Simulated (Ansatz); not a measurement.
K2Br2⁺, that is (KBr)2 ring with one electron fewer. Total charge 1; doublet. Geometry B3LYP-D4/def2-SVP, that of the neutral singlet; atoms count from 1.

```xyz
4

K     0.557   -1.542   -1.198
Br   -0.643   -1.483    1.611
K    -0.557    1.542    1.198
Br    0.642    1.483   -1.611
```

Estimate the Mulliken populations from the PBE0/def2-TZVP orbitals of Ansatz.


```
atom  charge (e)  spin (α − β)
  K1        0.84         -0.01
 Br2       -0.34          0.51
  K3        0.84         -0.01
 Br4       -0.34          0.51
```
Mulliken values and Mayer orders depend strongly on the basis.

Where does the spin sit?

Summed by element: K -0.02, Br 1.02, of 1 unpaired in all. Largest on single atoms: Br2 0.51, Br4 0.51, K1 -0.01.
